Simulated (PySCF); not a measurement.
# Polarisability and C₆ of Ir(2+) (iridium, charge +2)

[Xe] 4f14 5d7, high-spin 4F determinant. Calculation: PySCF 2.14, in def2-TZVPPD with the def2 core potential (60 electrons); a scalar-relativistic core potential. Coupled (time-dependent) response in atomic units; α is the mean over directions.

```json
{"method": "UHF", "mean α (bohr³)": "8.355", "C₆ (like pair)": "53.22", "S(−4)": "15.83"}
{"method": "PBE", "mean α (bohr³)": "9.237", "C₆ (like pair)": "59.30", "S(−4)": "22.46"}
{"method": "PBE0", "mean α (bohr³)": "8.937", "C₆ (like pair)": "57.38", "S(−4)": "19.76"}
{"method": "wB97X", "mean α (bohr³)": "8.869", "C₆ (like pair)": "56.79", "S(−4)": "19.35"}
```

S(−4) is the Cauchy moment in α(ω) = α(0) + S(−4) ω² + …

Spin-orbit coupling is absent.

α(iu) at UHF:

```json
{"u (hartree)": "0", "α(iu) (bohr³)": "8.355"}
{"u (hartree)": "0.0500", "α(iu) (bohr³)": "8.316"}
{"u (hartree)": "0.100", "α(iu) (bohr³)": "8.202"}
{"u (hartree)": "0.200", "α(iu) (bohr³)": "7.803"}
{"u (hartree)": "0.300", "α(iu) (bohr³)": "7.280"}
{"u (hartree)": "0.500", "α(iu) (bohr³)": "6.212"}
{"u (hartree)": "0.750", "α(iu) (bohr³)": "5.102"}
{"u (hartree)": "1.00", "α(iu) (bohr³)": "4.228"}
{"u (hartree)": "1.50", "α(iu) (bohr³)": "2.964"}
{"u (hartree)": "2.00", "α(iu) (bohr³)": "2.141"}
{"u (hartree)": "3.00", "α(iu) (bohr³)": "1.227"}
{"u (hartree)": "5.00", "α(iu) (bohr³)": "0.5345"}
```

For an ion, C₆ is the dispersion term alone; charge-induced terms of lower order in 1/R come first.

Energies and moments cover only the electrons outside the core potential. Spin-orbit coupling, absent here, splits the open shell strongly.
